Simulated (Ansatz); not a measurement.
A CCSD(T) single point on `C#[C][Ti]([C]#C)([C]#C)[C]#C`.

```yaml
crystal:
  periodic: [false, false, false]
  atoms:
    - {symbol: C, position_ang: [3.009290, 0.442370, -1.076880]}
    - {symbol: C, position_ang: [1.875160, 0.274476, -0.670515]}
    - {symbol: Ti, position_ang: [0.002159, -0.002673, 0.000893]}
    - {symbol: C, position_ang: [-1.058055, -1.017460, -1.370939]}
    - {symbol: C, position_ang: [-1.700967, -1.631923, -2.200802]}
    - {symbol: C, position_ang: [-0.861935, 1.780831, 0.329788]}
    - {symbol: C, position_ang: [-1.385255, 2.860661, 0.528965]}
    - {symbol: C, position_ang: [0.053013, -1.048426, 1.715416]}
    - {symbol: C, position_ang: [0.082825, -1.681797, 2.753455]}
    - {symbol: H, position_ang: [4.004409, 0.589712, -1.433451]}
    - {symbol: H, position_ang: [-2.264992, -2.171084, -2.929020]}
    - {symbol: H, position_ang: [-1.844426, 3.808151, 0.703721]}
    - {symbol: H, position_ang: [0.109075, -2.237536, 3.664269]}
basis:
  gaussian: {orbitals: def2-SVP}
correlation: {method: ccsd_t}
```

```sh
$ ansatz run in.yaml --threads 2 --pin off --events-out ev --progress --plain --max-ram 22528MiB --backend cuda --devices 0, --max-vram 18GiB
```

Log, shortened:

```
Functional definition: HF
1722 factors; integrals over basis functions are off by at most 1.3e-3 eV
mean field evaluation 1: about -31366.0178 eV, gradient 5.6e1 eV
mean field evaluation 2: about -31366.2796 eV, gradient 5.6e1 eV
mean field evaluation 4: about -31375.4544 eV, gradient 1.4e1 eV
mean field evaluation 8: about -31376.0857 eV, gradient 5.8e-1 eV
mean field evaluation 16: about -31376.1081 eV, gradient 1.9e-6 eV
mean field -31376.10810919 eV, -1153.0507055228 hartree, gradient 1.9e-6 eV, S^2 0.000000; 0 other end points of the search recorded, 0 dependent functions left out
13 core orbitals not correlated: weight in the atoms' cores, before any rotation towards them, 1.000 or more for the frozen orbitals, at most 0.000 for the correlated occupied ones
reference -31376.10810919 eV, -1153.0507055228 hartree; 24, 24 occupied and 126, 126 virtual orbitals, 1722 factors
second order -35.33262921 eV of doubles, -0.00000000 eV of singles
cycle   1  -34.30880163 eV  change     1.0e0 eV  update   2.6e-1
cycle   2  -35.55268276 eV  change    -1.2e0 eV  update   1.7e-1
cycle   3  -36.06279579 eV  change   -5.1e-1 eV  update   6.0e-2
cycle   4  -36.15385520 eV  change   -9.1e-2 eV  update   2.0e-2
cycle   5  -36.16248566 eV  change   -8.6e-3 eV  update   5.9e-3
cycle   6  -36.16960423 eV  change   -7.1e-3 eV  update   2.5e-3
cycle   7  -36.16999905 eV  change   -3.9e-4 eV  update   8.8e-4
cycle   8  -36.16999293 eV  change    6.1e-6 eV  update   4.1e-4
cycle   9  -36.17042687 eV  change   -4.3e-4 eV  update   2.3e-4
cycle  10  -36.17048518 eV  change   -5.8e-5 eV  update   7.7e-5
cycle  11  -36.17037668 eV  change    1.1e-4 eV  update   4.3e-5
cycle  12  -36.17034939 eV  change    2.7e-5 eV  update   1.6e-5
perturbative correction -2.10987158 eV, -0.0775363503 hartree
Total energy: -31414.38833015 eV, -1154.4574776960 hartree
```

It took 6 s on 2 threads of an AMD EPYC 7R13 on a shared host and a share of an NVIDIA H100 80 GB, with 0.82 GiB of host memory at the peak.

Correlation energy per correlated electron: -0.798 eV. T1 diagnostic: 0.0203.
